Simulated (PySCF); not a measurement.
C₃H₂F₃, SMILES F/C=C/[C](F)F, multiplicity 2. Geometry optimised at PBE-D3(BJ)/def2-SVP. The isomer is the one that the SMILES or the coordinates give; other isomers of the formula were not compared. The values are those of a single conformer.

Computed equilibrium geometry at PBE-D3(BJ)/def2-SVP (PySCF confirms it by a frequency run) as bond lengths and angles, and its point group (one conformer of several):
point group Cs.
Atoms: F1 C2 C3 C4 F5 F6 H7 H8. Bonds (Å): F1–C2 1.342, C2–C3 1.393, C2–H7 1.100, C3–C4 1.380, C3–H8 1.100, C4–F5 1.325, C4–F6 1.329. Bond angles (°): F1–C2–C3 119.5, F1–C2–H7 114.5, C3–C2–H7 126.0, C2–C3–C4 124.8, C2–C3–H8 118.6, C4–C3–H8 116.6, C3–C4–F5 124.2, C3–C4–F6 123.8, F5–C4–F6 112.1.
Charge 0, spin multiplicity 2.
